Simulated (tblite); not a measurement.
Species: C3H6BCl2Si (doublet state).
Atom-mapped SMILES: `[H]/[C:1]=[CH:2]\[SiH2:3][CH2:4][B:5]([Cl:6])[Cl:7]` (hydrogens: H8 on C1; H9 on C2; H10, H11 on Si3; H12, H13 on C4)
Bond orders are those of one Lewis drawing.

Computed with GFN2-xTB (tblite), gas phase: L-BFGS steps from a force-field or distance-geometry start until the largest atomic force falls under 0.01 eV/Å.

Geometry at step 45:
```
atom  x, y, z in Å
C1     -3.0487    0.4269    0.2576
C2     -1.9107    0.1149    0.7611
Si3    -0.4106   -0.6915   -0.1631
C4      1.0129    0.5833    0.1232
B5      2.3656    0.0675   -0.4570
Cl6     3.1357   -1.2908    0.2989
Cl7     3.1328    0.7435   -1.8543
H8     -3.5221    0.4035   -0.6980
H9     -1.6937    0.2519    1.8171
H10    -0.6933   -0.9161   -1.5804
H11    -0.1475   -1.9415    0.5459
H12     0.6878    1.5442   -0.2755
H13     1.0872    0.7048    1.2068
```

**Question.** What forces act on the atoms?

**Answer.** 
| atom | Fx (eV/Å) | Fy (eV/Å) | Fz (eV/Å) |
| --- | --- | --- | --- |
| C1 | -0.094 | 0.061 | 0.031 |
| C2 | 0.131 | -0.078 | -0.048 |
| Si3 | -0.054 | 0.124 | 0.132 |
| C4 | -0.016 | -0.016 | 0.019 |
| B5 | 0.012 | 0.016 | 0.010 |
| Cl6 | 0.006 | 0.061 | -0.053 |
| Cl7 | -0.150 | -0.065 | 0.112 |
| H8 | 0.031 | -0.016 | 0.016 |
| H9 | -0.073 | 0.037 | -0.066 |
| H10 | 0.044 | 0.048 | 0.000 |
| H11 | 0.089 | -0.081 | -0.021 |
| H12 | 0.105 | -0.033 | -0.068 |
| H13 | -0.031 | -0.059 | -0.063 |

The largest, 0.20 eV/Å, acts on Cl7; the rms over all components is 0.068 eV/Å. The forces sum to zero within rounding, as they must for an isolated molecule in no field.

**Question.** Give the force on Cl7 in Eh/bohr and in nN.

**Answer.** 0.198 eV/Å ÷ 51.422 = 0.00385 Eh/bohr, and 0.198 eV/Å × 1.602 = 0.32 nN.

**Question.** How far is this geometry from the end of the optimisation?

**Answer.** 0.037 eV above it, and 0.199 Å rms away after alignment. The bonds farthest from their final lengths, with half the difference of the two atoms' forces along the bond (positive lengthens):

```tsv
bond	now (Å)	final (Å)	force along bond (eV/Å)
C2–Si3	1.938	1.929	-0.16
B5–Cl6	1.735	1.728	-0.03
C4–B5	1.560	1.554	+0.01
Si3–H11	1.461	1.466	+0.06
Si3–C4	1.932	1.928	-0.04
B5–Cl7	1.731	1.727	-0.09
```

The angle farthest from its final value is C2–Si3–H11, 105.3° against 109.1°.

The cost below is that of the whole relaxation. Time: 0.55 s of wall time. Hardware: one thread of an Arm Neoverse V2, no GPU, shared host with 192 logical CPUs at a one-minute load of 53.
